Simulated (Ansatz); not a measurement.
In7Sb7. Total charge 0; singlet. Geometry r2SCAN-D4/def2-SVP, basis def2-TZVP, Ansatz.

```xyz
14

In   -0.480   -0.775   -2.378
Sb   -0.844   -3.502   -2.410
In   -2.952   -0.947    3.308
Sb   -0.625   -1.050    1.249
In    2.146   -0.333    0.964
In    1.705   -3.009   -1.711
Sb    3.927   -1.536   -0.898
In   -2.488    1.012    0.229
Sb   -3.239    2.168    2.649
Sb   -1.671    1.807   -2.321
In    0.738    1.976   -0.699
Sb    2.286    0.261   -2.454
In   -0.515    1.489    2.635
Sb    2.013    2.439    1.838
```

| run | HOMO (eV) | LUMO (eV) |
| --- | --- | --- |
| A | -4.93 | -3.30 |
| B | -5.10 | -3.20 |
| C | -4.26 | -3.47 |
| D | -4.46 | -3.63 |
| E | -4.63 | -3.67 |
| F | -4.68 | -3.88 |

In the def2 sets In, Sb take a core potential; there is no spin–orbit coupling. B3LYP takes the VWN-RPA correlation. Single mean-field runs in def2-TZVP are fitted with def2-universal-jkfit.

The runs used B3LYP, BLYP, LDA (SPW92), PBE, PBE0, r2SCAN. Estimate which is which.

A B3LYP (20 % exact exchange); B PBE0 (25 % exact exchange); C BLYP (0 % exact exchange); D PBE (0 % exact exchange); E r2SCAN (0 % exact exchange); F LDA (SPW92) (0 % exact exchange). Exact exchange lowers occupied and raises empty levels; among semilocal functionals meta-GGAs tend to open the gap a little, and such runs are hard to tell apart. The gap grows from 0.79 eV (BLYP) to 1.90 eV (PBE0).
